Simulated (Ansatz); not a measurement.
One change: `CB1CS1` becomes `[CH3][Ga]1[CH2][S]1`.

Ansatz, PBE0-D4/def2-TZVP geometries, multiplicity 1. 

Scalar relativity is left out up to krypton.

| property | `CB1CS1` |
| --- | --- |
| HOMO energy (PBE/def2-TZVPP) / eV | -6.19 |
| LUMO energy (PBE/def2-TZVPP) / eV | -1.60 |
| HOMO–LUMO gap (PBE0/def2-TZVPP) / eV | 6.68 |
| LUMO energy (B3LYP/def2-TZVPP) / eV | -0.83 |
| LUMO energy (PBE0/def2-TZVPP) / eV | -0.65 |
| LUMO energy (ωB97M-V/def2-TZVPP) / eV | 1.40 |

Question: Give the same properties after the change, and the shifts. (An estimate is asked.)

Answer: Computed: 
```
                             property  `[CH3][Ga]1[CH2][S]1`  shift
    HOMO energy (PBE/def2-TZVPP) / eV                  -5.36   0.83
    LUMO energy (PBE/def2-TZVPP) / eV                  -1.68  -0.08
 HOMO–LUMO gap (PBE0/def2-TZVPP) / eV                   5.52  -1.16
  LUMO energy (B3LYP/def2-TZVPP) / eV                  -1.16  -0.33
   LUMO energy (PBE0/def2-TZVPP) / eV                  -0.90  -0.25
LUMO energy (ωB97M-V/def2-TZVPP) / eV                   0.78  -0.62
```

With PBE0 the HOMO rises by 0.91 eV and the LUMO falls by 0.25 eV, so the gap narrows by about 1.16 eV. PBE moves the HOMO by 0.83 eV and ωB97M-V by 0.98 eV.

B3LYP here is the variant with VWN-RPA as its local correlation; programs differ in this.
